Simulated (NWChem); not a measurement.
System: C$_{2}$H$_{7}$AlCl$_{3}$NSi; SMILES [CH3][Al]([CH3])[NH][Si](Cl)(Cl)Cl

```xyz
15

Si     0.1362     0.8871     0.0000
Cl    -1.0803     1.1315    -1.6426
Cl    -1.0803     1.1315     1.6426
Cl     1.5263     2.3999     0.0000
N      0.9229    -0.6170     0.0000
Al     0.2267    -2.3003     0.0000
C      1.4953    -3.7838     0.0000
C     -1.7179    -2.4323     0.0000
H      1.9374    -0.5236     0.0000
H      2.5496    -3.4653     0.0000
H      1.3430    -4.4292     0.8822
H      1.3430    -4.4292    -0.8822
H     -2.1451    -1.9261     0.8822
H     -2.0790    -3.4726     0.0000
H     -2.1451    -1.9261    -0.8822
```
Atoms are numbered in this order, from 1.

Results from NWChem. Pople sets run with spherical d functions. All runs use the structure optimised with PBE0/def2-SVP. Not confirmed as a minimum by frequencies. Level PBE/6-31G*: energy and gradient on several grids; changes count from the extra-fine grid, which is no exact limit either.

Question: Which is the coarsest grid (xcoarse; fine; xfine; medium; coarse) from which on the energy stays within 100 μHa and each gradient component within 200 μHa/bohr of xfine?

Answer: coarse.
```json
[
 {"grid": "xcoarse", "size of the energy change (μHa)": "3000", "largest change of a gradient component (μHa/bohr)": "3000"},
 {"grid": "coarse", "size of the energy change (μHa)": "20", "largest change of a gradient component (μHa/bohr)": "100"},
 {"grid": "medium", "size of the energy change (μHa)": "< 10", "largest change of a gradient component (μHa/bohr)": "< 30"},
 {"grid": "fine", "size of the energy change (μHa)": "< 10", "largest change of a gradient component (μHa/bohr)": "< 30"},
 {"grid": "xfine", "size of the energy change (μHa)": "< 10", "largest change of a gradient component (μHa/bohr)": "< 30"}
]
```
